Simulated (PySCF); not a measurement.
SMILES [SiH3][Ge]([SiH3])([SiH3])[Cl] (H9ClGeSi3), singlet (B3LYP/def2-SVP optimised geometry):

```
14

Si     1.202     2.125     1.761
Ge     0.225     0.801     0.000
Si    -2.185     0.801     0.000
Si     1.205    -1.388    -0.235
Cl     0.782     1.866    -1.875
H      0.890     1.503     3.083
H      2.681     2.182     1.581
H      0.637     3.504     1.721
H     -2.684     2.206     0.000
H     -2.684     0.090    -1.212
H     -2.683     0.101     1.222
H      0.890    -2.206     0.975
H      2.684    -1.260    -0.371
H      0.645    -2.059    -1.442
```

Method: B3LYP/def2-TZVP in PySCF.

Task: What are the frontier orbital energies and the dipole moment?

Result: HOMO-2 -9.00 eV, HOMO-1 -7.52 eV, HOMO -7.52 eV, LUMO -1.41 eV, LUMO+1 -0.82 eV; dipole moment 2.24 D.

Meta-Löwdin charges at B3LYP/def2-TZVP: Si1 0.28, Ge2 0.19, Si3 0.28, Si4 0.28, Cl5 -0.35, H6 -0.08, H7 -0.07, H8 -0.07, H9 -0.07, H10 -0.07, H11 -0.08, H12 -0.08, H13 -0.07, H14 -0.07.
